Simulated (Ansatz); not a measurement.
The cluster FeF₃⁺. Charge 1, multiplicity 3. Geometry PBE-D4/def2-TZVP, that of the neutral doublet; atoms count from 1.

```xyz
4

Fe   -0.0957   -0.0396    0.0269
F    -0.0377   -1.7256    0.3399
F     1.4414    0.5906   -0.3985
F    -1.3079    1.1746    0.0316
```

The charge 1 triplet is spin-contaminated (final ⟨S²⟩ up to 2.81, 2.00 for a pure state). The structure comes from a short search, and lower isomers may exist.

Question: Estimate the Mulliken populations from the PBE0/def2-TZVP orbitals of Ansatz.

Answer: 
| atom | charge (e) | spin (α − β) | d electrons |
| --- | --- | --- | --- |
| Fe1 | 1.59 | 2.17 | 5.91 |
| F2 | -0.22 | 0.11 | – |
| F3 | -0.18 | -0.10 | – |
| F4 | -0.20 | -0.18 | – |
Mulliken values and Mayer orders depend strongly on the basis.

Question: Where does the spin sit?

Answer: Summed by element: Fe 2.17, F -0.17, of 2 unpaired in all. Largest on single atoms: Fe1 2.17, F4 -0.18, F2 0.11.

Question: And the Mayer bond orders between bonded heavy atoms (over 0.3)?

Answer: Fe1–F2 1.11 (1.72 Å); Fe1–F3 1.11 (1.71 Å); Fe1–F4 1.07 (1.72 Å).
